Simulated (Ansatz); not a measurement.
`NC[SiH](N)O` + `N=C=C(O)F` → `NC[SiH](N)F` + `N=C=C(O)O`  (formal exchange of groups at the Si–O bond)

Isolated molecules relaxed with PBE0-D4/def2-TZVP in Ansatz; ΔE leaves out vibrations. CCSD(T)/CBS adds triple-zeta CCSD(T) − MP2 to the extrapolated MP2 energy (def2 sets, frozen cores). DFT in def2-TZVPP. B3LYP here is the variant with VWN-RPA as its local correlation; programs differ in this. One conformer a species, not always the lowest.

| level | ΔE (kJ/mol) |
| --- | --- |
| B3LYP | -58.0 |
| HF/def2-TZVPP | -60.1 |

(1) What does CCSD(T)/CBS give? (Best estimate.)

Largest T1 diagnostic among the species: 0.014.

Answers

(1) Computed: -60.6 kJ/mol. The listed levels differ from it by 2.6, 0.5 kJ/mol.
